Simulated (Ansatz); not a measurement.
Consider the ligand exchange at a Ga–Br bond: `[Cl][Ga]([Cl])[Br]` + HI → `[Cl][Ga]([Cl])[I]` + HBr.

Computed with Ansatz on PBE0-D4/def2-TZVP structures; ΔE is electronic, products minus reactants. CCSD(T)/CBS adds triple-zeta CCSD(T) − MP2 to the extrapolated MP2 energy (def2 sets, frozen cores). DFT in def2-TZVPP. Elements past krypton have def2 core potentials. For Br, Ga, I outer-core shells are correlated without core-valence functions, which leaves a few kJ/mol of doubt a bond. Scalar relativity is left out up to krypton.

| level | ΔE (kcal/mol) |
| --- | --- |
| PBE0-D4 | -1.5 |
| r2SCANh-D4 | -1.1 |
| PBE | -1.4 |
| revPBE | -1.3 |
| LC-ωPBE | -0.6 |
| RPA@PBE/def2-TZVPP | -0.6 |
| SCS-MP2/def2-TZVPP | -1.2 |
| CCSD(T)/def2-TZVPP | -0.8 |

(1) What does CCSD(T)/CBS give? (An estimate is asked.)

Largest T1 diagnostic among the species: 0.010.

## Answers

(1) Computed: -1.7 kcal/mol. The listed levels differ from it by 0.2, 0.6, 0.3, 0.4, 1.1, 1.1, 0.5, 0.9 kcal/mol.

In def2-TZVPP, CCSD(T) changes the Hartree–Fock value by −0.9 kcal/mol (the triples alone add −0.3 kcal/mol) and MP2 by −1.9 kcal/mol. At CCSD(T), def2-SVP lies +0.7 kcal/mol from the extrapolated value and def2-TZVPP +0.9 kcal/mol. Leaving LDA and LC-ωPBE aside and taking each functional with its dispersion term where it has one, the values, not all of them listed here, spread over 1.4 kcal/mol, from PBE-D4 to B97M-V.
